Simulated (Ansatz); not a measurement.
cyclo-(H2SiCH2)2 (C₂H₈Si₂). The state is a singlet with charge 0. Geometry PBE-D4/def2-SVP.

```xyz
12

Si    1.1907   -0.4669    0.3728
H     1.5640   -1.9222    0.4910
H     2.3866    0.3710    0.7459
C    -0.4118    0.0023    1.3182
Si   -1.1912    0.4655   -0.3729
H    -1.5692    1.9195   -0.4926
H    -2.3843   -0.3767   -0.7451
C     0.4124   -0.0005   -1.3180
H    -0.3054    0.8444    2.0312
H    -0.9061   -0.8361    1.8490
H     0.3078   -0.8404   -2.0339
H     0.9066    0.8401   -1.8454
```

Problem. Estimate the orbital energies around the gap (eV) in Ansatz with HF/STO-3G, r2SCANh-D4/def2-TZVP, PBE0-D4/def2-TZVP, r2SCAN0-D4/def2-TZVP, ωB97X-V/def2-TZVP.

Solution. 
| orbital | HF/STO-3G | r2SCANh-D4/def2-TZVP | PBE0-D4/def2-TZVP | r2SCAN0-D4/def2-TZVP | ωB97X-V/def2-TZVP |
| --- | --- | --- | --- | --- | --- |
| HOMO−5 | -13.08 | -10.56 | -11.13 | -11.38 | -13.66 |
| HOMO−4 | -11.13 | -9.03 | -9.54 | -9.77 | -12.06 |
| HOMO−3 | -10.55 | -8.53 | -9.04 | -9.25 | -11.48 |
| HOMO−2 | -9.76 | -8.21 | -8.75 | -8.93 | -11.13 |
| HOMO−1 | -9.18 | -7.98 | -8.48 | -8.65 | -10.84 |
| HOMO | -8.21 | -7.16 | -7.65 | -7.81 | -9.95 |
| LUMO | 12.07 | -0.23 | -0.07 | 0.16 | 1.83 |
| LUMO+1 | 12.77 | 0.17 | 0.44 | 0.62 | 2.54 |
| LUMO+2 | 13.01 | 0.55 | 0.65 | 0.92 | 2.56 |
| LUMO+3 | 13.18 | 1.47 | 1.42 | 1.80 | 3.24 |
| LUMO+4 | 14.76 | 1.89 | 1.96 | 2.28 | 3.86 |
| LUMO+5 | 15.82 | 2.12 | 2.10 | 2.50 | 4.05 |
